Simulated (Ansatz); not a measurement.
Br2Sb, charge +1, singlet, at a GFN2-xTB geometry (core potentials on Sb); HF/def2-SVP (Ansatz, an electronic-structure program).

Ansatz was given this input:
Ansatz 0.2 input:
```yaml
crystal:
  periodic: [false, false, false]
  atoms:
    - {symbol: Sb, position_ang: [0.80022647, 0.43653749, 0.25183252]}
    - {symbol: Br, position_ang: [-0.95108613, 1.05498921, -1.39399681]}
    - {symbol: Br, position_ang: [-0.21495815, -1.69108670, 1.02704085]}
basis:
  gaussian:
    orbitals: def2-SVP
hamiltonian:
  xc: hf
total_charge: 1
```

It wrote (shortened):

```
Functional definition: HF
940 factors; integrals over basis functions are off by at most 3.4e-4 eV
mean field evaluation 1: about -146482.4407 eV, gradient 2.7e1 eV
mean field evaluation 2: about -146482.4831 eV, gradient 2.7e1 eV
mean field evaluation 4: about -146485.3177 eV, gradient 1.9e0 eV
mean field evaluation 8: about -146485.3562 eV, gradient 2.4e-1 eV
mean field -146485.35740873 eV, -5383.2375934294 hartree, gradient 1.1e-5 eV, S^2 0.000000; 0 other end points of the search recorded, 0 dependent functions left out
reference -146485.35740873 eV, -5383.2375934294 hartree; 46, 46 occupied and 44, 44 virtual orbitals, 940 factors
Total energy: -146485.35740873 eV, -5383.2375934294 hartree
```
